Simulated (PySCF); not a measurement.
Isomers of C5H4ClF3, one GFN2-xTB conformer each. Single-point energies are computed at PBE0/pcSseg-1 (PySCF, gas phase, no added dispersion term), electronic only.

Question: Rank them by PBE0/pcSseg-1 energy, lowest first (kcal/mol).
A. `[F:1][C:2]1=[CH:3][CH2:4][C@@H:5]([F:6])[C@:7]1([F:8])[Cl:9]` with C2–C3–C4–C5 -12°, C3–C4–C5–F6 -96°, C4–C5–C7–F8 -145°, F1–C2–C7–C5 -168°
B. `[F:1][C:2]([F:3])=[C:4]([F:5])[C:6]1([Cl:7])[CH2:8][CH2:9]1` with C2–C4–C6–Cl7 -6°
C. `FC(F)(F)[C@@]12C[C@@H]1[C@@H]2Cl`

Answer: A (0.0), C (12.6), B (27.9).

As drawn, the highest has a three-membered ring and two fluorines on one carbon, which the lowest lacks. GFN2-xTB itself gives, in the same order: 0.0, 23.7, 20.6. Both levels put the same isomer lowest; measured from each level's own lowest isomer, the values differ by up to 11.1 kcal/mol (FC(F)(F)[C@@]12C[C@@H]1[C@@H]2Cl: 23.7 against 12.6).

Question: Which frontier levels, dipoles and rotational constants go with these structures?

Answer: 
```json
{"SMILES": "FC1=CC[C@@H](F)[C@]1(F)Cl", "HOMO (eV, PBE0/pcSseg-1)": "-8.00", "LUMO (eV)": "-0.95", "dipole (D)": "3.40", "A, B, C (MHz)": "1603, 1363, 1116"}
{"SMILES": "FC(F)(F)[C@@]12C[C@@H]1[C@@H]2Cl", "HOMO (eV, PBE0/pcSseg-1)": "-8.53", "LUMO (eV)": "0.76", "dipole (D)": "2.20", "A, B, C (MHz)": "2648, 863.4, 798.1"}
{"SMILES": "FC(F)=C(F)C1(Cl)CC1", "HOMO (eV, PBE0/pcSseg-1)": "-7.18", "LUMO (eV)": "0.17", "dipole (D)": "2.11", "A, B, C (MHz)": "1963, 1171, 779.6"}
```
